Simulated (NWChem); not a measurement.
# CHCl2FOSi; SMILES Cl[Si](F)(C=O)Cl

```xyz
7

O      1.4316     2.1159    -0.5054
C      1.5271     1.0551     0.0498
Si     0.0151    -0.1022     0.2958
F     -0.1486    -0.4062     1.8706
Cl    -1.6816     0.7680    -0.3976
Cl     0.3871    -1.8774    -0.6417
H      2.5174     0.6877     0.4366
```
Atoms are numbered in this order, from 1.

Program: NWChem. Pople sets run with spherical d functions. Coordinates come from a PBE0/def2-SVP optimisation.

Task: Order these by “dipole (D)”, lowest first: PBE/6-31G*; LC-BLYP (range parameter 0.33 per bohr)/6-31G*; LC-wPBE (HJS exchange hole, range parameter 0.4 per bohr)/6-31G*; B3LYP/6-31G*.

Result: PBE/6-31G* (1.29), B3LYP/6-31G* (1.36), LC-BLYP (range parameter 0.33 per bohr)/6-31G* (1.42), LC-wPBE (HJS exchange hole, range parameter 0.4 per bohr)/6-31G* (1.51)
